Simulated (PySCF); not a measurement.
Rhenium: a sound run and one with changed settings

Sound run: Re [Xe] 4f14 5d5 6s2, Re⁺ [Xe] 4f14 5d5 6s1. All numbers are calculated (PySCF 2.14, scalar relativity through the core potential, in aug-cc-pVDZ-PP with ECP60MDF (5s5p4d2f, 54 functions)). In the sound run the correlated levels freeze 5s2 5p6 outside the core potential. The sound run starts from symmetry-adapted Hartree-Fock orbitals and uses a fine grid where one is needed.

Changed run: all electrons correlated in a basis built for the valence shell.

```csv
species,method,sound run (hartree),changed run (hartree),converged
Re,MP2,-77.94441,-78.12044,yes
Re⁺,MP2,-77.67740,-77.84522,yes
```

Ionisation energy of Re:

| method | sound run (eV) | changed run (eV) |
| --- | --- | --- |
| UHF | 5.944 | 5.944 |
| MP2 | 7.266 | 7.489 |
| SCS-MP2 | 7.522 | 7.615 |

A valence basis has no tight correlating functions, so it recovers only part of the core correlation, and not evenly between atom and ion.

For comparison, NIST gives 7.834 eV between the lowest levels.
